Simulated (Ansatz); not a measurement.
A series at Hf: from `[SH][Hf]([SH])([SH])[SH]`, ligands are replaced one by one, each step taking up H–F and setting free H₂S; n counts the steps. Ansatz, PBE0-D4/def2-TZVP geometries. Each molecule was computed in one conformer, which needn't be the lowest.

```json
{"n": "0", "molecule": "`[SH][Hf]([SH])([SH])[SH]`", "zero-point energy, PBE0-D4/def2-TZVP (kJ/mol)": "90.5"}
{"n": "1", "molecule": "`[F][Hf]([SH])([SH])[SH]`", "zero-point energy, PBE0-D4/def2-TZVP (kJ/mol)": "74.0"}
{"n": "2", "molecule": "`[F][Hf]([F])([SH])[SH]`", "zero-point energy, PBE0-D4/def2-TZVP (kJ/mol)": "55.7"}
{"n": "3", "molecule": "`[F][Hf]([F])([F])[SH]`", "zero-point energy, PBE0-D4/def2-TZVP (kJ/mol)": "37.9"}
{"n": "4", "molecule": "`[F][Hf]([F])([F])[F]`", "zero-point energy, PBE0-D4/def2-TZVP (kJ/mol)": "?"}
```

Question: By hand: fit a straight line y = ȳ + b (n − n̄) to the 4 given rows and predict n = 4.

Answer: n̄ = 1.500, ȳ = 64.53; Σ(n − n̄)(y − ȳ) = -88.05, Σ(n − n̄)² = 5.000, so b = -17.61 kJ/mol a step. Prediction: 64.53 + (-17.61) × (2.500) = 20.5 kJ/mol.

Question: By hand: compare with the computed value, 20.8 kJ/mol, and give the steps along the whole series.

Answer: The line misses by 0.3 kJ/mol (computed minus predicted). Steps: -16.5, -18.3, -17.8, -17.1 kJ/mol.

The steps differ by at most 1.8 kJ/mol, 10 % of a mean step, so the ligands' effects nearly add and a line is close. The miss is 0.4 % of the series' range.
